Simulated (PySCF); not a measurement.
Record of a relaxation.

Trimethylaluminum, C3H9Al.
SMILES with atom numbers: `[CH3:1][Al:2]([CH3:3])[CH3:4]` (hydrogens: H5, H6, H7 on C1; H8, H9, H10 on C3; H11, H12, H13 on C4)

Computed by this run: PySCF, PBE0-D3(BJ)/def2-SVP geometry optimisation, gas phase; density fitting, grid level 1; the optimiser is geomeTRIC in internal coordinates, started from a GFN2-xTB structure with every atom displaced at random (about 0.03 Å). The frame can shift and turn from step to step; on so coarse a grid that alone can change the energy by a few meV, and forces under 0.02 eV/Å are noise.

Step 0: E = -9843.3815 eV, largest atomic force 4.131 eV/Å
```
atom  x, y, z in Å  |  force x, y, z in eV/Å
C1     -0.482    1.833    0.189   -1.731   1.969  -0.802
Al2    -0.035   -0.026    0.074    0.975  -0.024   0.125
C3      1.861   -0.479    0.166    2.131   1.306   0.655
C4     -1.294   -1.438   -0.130   -3.858   0.827   1.222
H5     -0.101    2.477   -0.662    0.108  -0.676   0.612
H6     -0.224    2.395    1.101    0.417  -0.215   0.118
H7     -1.596    2.061    0.112    0.794  -0.553   0.060
H8      2.540   -0.064   -0.671   -1.016  -0.547   0.901
H9      2.096   -1.536    0.277   -0.077  -0.637  -0.329
H10     2.384   -0.060    1.118   -0.932  -0.210  -1.203
H11    -0.995   -2.363   -0.531    0.856  -1.625  -0.686
H12    -2.210   -1.139   -0.742    1.036   0.013   0.098
H13    -1.924   -1.712    0.807    1.296   0.373  -0.770
```

Step 1: E = -9843.8113 eV, largest atomic force 1.027 eV/Å
```
atom  x, y, z in Å  |  force x, y, z in eV/Å
C1     -0.530    1.873    0.184   -0.550   0.617  -0.078
Al2    -0.010   -0.002    0.083    0.353  -0.191  -0.009
C3      1.883   -0.496    0.182    0.474  -0.021   0.359
C4     -1.319   -1.424   -0.124   -1.006  -0.196  -0.064
H5     -0.112    2.477   -0.643    0.172  -0.134  -0.010
H6     -0.231    2.410    1.101    0.165  -0.177   0.038
H7     -1.623    2.041    0.106    0.098  -0.212   0.029
H8      2.506   -0.106   -0.640   -0.100   0.034  -0.172
H9      2.085   -1.580    0.244   -0.178   0.035  -0.117
H10     2.363   -0.069    1.086   -0.142   0.055  -0.010
H11    -0.965   -2.390   -0.517    0.202   0.082   0.004
H12    -2.170   -1.118   -0.770    0.240   0.050  -0.087
H13    -1.855   -1.667    0.817    0.273   0.057   0.118
```

Step 2: E = -9843.8697 eV, largest atomic force 0.211 eV/Å
```
atom  x, y, z in Å  |  force x, y, z in eV/Å
C1     -0.536    1.871    0.178   -0.042   0.111   0.027
Al2    -0.011   -0.014    0.081    0.088  -0.086  -0.030
C3      1.891   -0.480    0.196    0.040  -0.131   0.053
C4     -1.356   -1.425   -0.127   -0.045  -0.149  -0.142
H5     -0.078    2.449   -0.643    0.038  -0.007  -0.058
H6     -0.198    2.369    1.104    0.021  -0.077   0.013
H7     -1.623    2.024    0.106   -0.068  -0.006   0.003
H8      2.479   -0.083   -0.647   -0.008   0.064  -0.120
H9      2.076   -1.567    0.230   -0.041   0.054   0.004
H10     2.348   -0.040    1.096    0.039   0.036   0.108
H11    -0.957   -2.384   -0.505    0.017   0.160   0.042
H12    -2.174   -1.117   -0.799   -0.018   0.022  -0.032
H13    -1.841   -1.653    0.837   -0.022   0.009   0.132
```

Step 3: E = -9843.8751 eV, largest atomic force 0.068 eV/Å
```
atom  x, y, z in Å  |  force x, y, z in eV/Å
C1     -0.539    1.868    0.174    0.008  -0.003  -0.015
Al2    -0.009   -0.020    0.078    0.004  -0.021  -0.012
C3      1.897   -0.477    0.201    0.003  -0.015   0.031
C4     -1.367   -1.423   -0.129    0.040  -0.050  -0.024
H5     -0.071    2.440   -0.647   -0.013   0.008  -0.007
H6     -0.190    2.346    1.106   -0.003  -0.016   0.009
H7     -1.628    2.020    0.106    0.003   0.013   0.002
H8      2.469   -0.073   -0.653   -0.018   0.019  -0.011
H9      2.080   -1.563    0.231    0.006   0.015   0.013
H10     2.353   -0.032    1.104    0.010  -0.014  -0.011
H11    -0.953   -2.376   -0.501   -0.016   0.052   0.017
H12    -2.181   -1.117   -0.807   -0.015  -0.003   0.013
H13    -1.841   -1.644    0.846   -0.009   0.015  -0.007
```

Step 4: E = -9843.8756 eV, largest atomic force 0.025 eV/Å
```
atom  x, y, z in Å  |  force x, y, z in eV/Å
C1     -0.538    1.865    0.172    0.006  -0.012  -0.020
Al2    -0.009   -0.024    0.076   -0.001   0.001  -0.003
C3      1.898   -0.474    0.203   -0.012  -0.008   0.015
C4     -1.369   -1.425   -0.130    0.023   0.002  -0.009
H5     -0.070    2.439   -0.649   -0.010   0.006   0.005
H6     -0.187    2.338    1.106    0.001  -0.004   0.005
H7     -1.626    2.021    0.106    0.000   0.009   0.002
H8      2.463   -0.067   -0.654   -0.011   0.006  -0.001
H9      2.086   -1.559    0.234    0.011   0.000   0.002
H10     2.354   -0.028    1.104    0.007  -0.002  -0.005
H11    -0.955   -2.377   -0.500   -0.006  -0.001   0.001
H12    -2.185   -1.119   -0.806   -0.005  -0.002   0.007
H13    -1.842   -1.642    0.846   -0.004   0.005   0.000
```

Step 5: E = -9843.8758 eV, largest atomic force under 0.02 eV/Å
```
atom  x, y, z in Å  |  force x, y, z in eV/Å
C1     -0.537    1.863    0.169   -0.003  -0.009  -0.012
Al2    -0.009   -0.026    0.074   -0.002   0.008   0.003
C3      1.899   -0.472    0.205   -0.009  -0.003   0.012
C4     -1.369   -1.427   -0.130   -0.001   0.017   0.002
H5     -0.071    2.440   -0.650   -0.001   0.004   0.005
H6     -0.185    2.331    1.105    0.003   0.002   0.001
H7     -1.626    2.021    0.106    0.001   0.000   0.002
H8      2.458   -0.061   -0.654   -0.001  -0.001   0.000
H9      2.094   -1.556    0.237    0.007  -0.002  -0.004
H10     2.356   -0.023    1.104    0.000   0.003  -0.005
H11    -0.958   -2.380   -0.498    0.000  -0.019  -0.004
H12    -2.186   -1.121   -0.805    0.002  -0.001   0.000
H13    -1.843   -1.639    0.846    0.004  -0.001   0.001
```

**Question.** Summarise the path.

**Answer.** The energy falls by 11.40 kcal/mol from step 0 to step 5; nine tenths of that is first reached at step 2. It falls at every step. The largest force goes from 4.131 to under 0.02 eV/Å. Among the bonds C3–H10 changes most (a near tie, within 0.001 Å, with another), from 1.164 to 1.104 Å; the atoms move by 0.066 Å rms after alignment.

**Question.** Follow the three bonds and two angles with the largest change from start to end.

**Answer.** 
| step | E above end (kcal/mol) | largest force (eV/Å) | C3–H10 (Å) | Al2–C4 (Å) | C4–H13 (Å) | H12–C4–H13 (°) | Al2–C1–H6 (°) |
| --- | --- | --- | --- | --- | --- | --- | --- |
| 0 | 11.40 | 4.131 | 1.164 | 1.903 | 1.162 | 93.4 | 119.4 |
| 1 | 1.49 | 1.027 | 1.109 | 1.943 | 1.109 | 100.6 | 116.1 |
| 2 | 0.14 | 0.211 | 1.101 | 1.960 | 1.102 | 105.3 | 113.1 |
| 3 | 0.02 | 0.068 | 1.104 | 1.964 | 1.106 | 106.3 | 111.9 |
| 4 | 0.01 | 0.025 | 1.104 | 1.964 | 1.105 | 106.2 | 111.5 |
| 5 | 0.00 | under 0.02 | 1.104 | 1.963 | 1.106 | 106.0 | 111.3 |

What follows is the cost of the whole optimisation. On an Arm Neoverse V1 with one thread, shared host with 64 logical CPUs at a one-minute load of 46, this took 20 s wall and 0.41 GiB of memory at its peak.
